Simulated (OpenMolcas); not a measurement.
**Ar5+: from CASSCF to CASPT2**

```json
{
  "Program": "OpenMolcas",
  "Basis": "ANO-R1 [4s3p1d]",
  "Scalar Hamiltonian": "X2C, finite nucleus",
  "Active space": "3 electrons in 4 orbitals (3s 3p)",
  "State averaging": "2S+1 = 4 odd, 1 root (0 in the spin-orbit step); 2S+1 = 2 odd, 3 roots; 2S+1 = 4 even, 3 roots; 2S+1 = 2 even, 6 roots",
  "Spin-orbit coupling": "state interaction with AMFI integrals over the reference wave functions, term energies averaged over their components"
}
```

Methods on the same reference wave functions:
A. CASSCF
B. SS-CASPT2, IPEA 0.25 Eh, imaginary shift 0.1 Eh (closed shells correlated: 2s 2p)

Energies in cm⁻¹ above 3s² 3p ²P°_1/2, the measured ground level; measured values from Saloman, J. Phys. Chem. Ref. Data 39, 033101 (2010).

| Level | A | B | Measured |
| --- | --- | --- | --- |
| 3s² 3p ²P°_1/2 | 0.0 | 0.0 | 0.0 |
| 3s² 3p ²P°_3/2 | 2151 | 2150 | 2208 |
| 3s 3p² ⁴P_1/2 | 84526 | 88010 | 100158 |
| 3s 3p² ⁴P_3/2 | 85293 | 88780 | 100958 |
| 3s 3p² ⁴P_5/2 | 86502 | 89980 | 102192 |
| 3s 3p² ²D_3/2 | 138031 | 129170 | 132463 |
| 3s 3p² ²D_5/2 | 138048 | 129200 | 132575 |

Deviations, from unrounded energies. A percentage is the sum of absolute deviations over the sum of measured energies, with the sign that they share, or ± where signs differ.

| Against measurement | Levels | A | B |
| --- | --- | --- | --- |
| mean absolute deviation (cm-1) | 6 | 9700 | 7200 |
| fine structure of the ground term (%) | 1 | -2.6 | -2.6 |
| other configurations (%) | 5 | ±10.2 | -7.6 |

B lies closest to measurement on these levels. The largest miss of B in the table is 3s 3p² ⁴P_5/2, by -12000 cm-1. The ranking rests on the paired levels alone, and a cruder setting can come out closer through cancelling errors.

The lowest spin-free term lies below A's lowest term by 0.036 hartree in B.

CASPT2 does not keep the components of a term degenerate, so their means are used; among the terms shown or strongly mixed into the levels shown the widest spread is 14 cm-1 (3s 3p² ²D, B). Over all roots computed the reference weight is 0.94 to 0.99 in B; the roots of lowest weight are the least certain, and an intruder state may touch them. Terms of s pⁿ other than that of highest spin mix with s² pⁿ⁻² d, which this space lacks; all of them can be thousands of cm-1 off, and some have no real level of that name. The basis is small and was not contracted for so high a charge. Computed and measured levels are paired by configuration, term and J; levels that our copy of the source lacks, or whose pairing is in doubt (as where it misses far off the trend of its configuration), stay unpaired and out of the deviations. Levels of configurations outside the active space are missing. The table leaves out levels that lie high or whose names do not pair safely across all columns.

° marks odd parity.
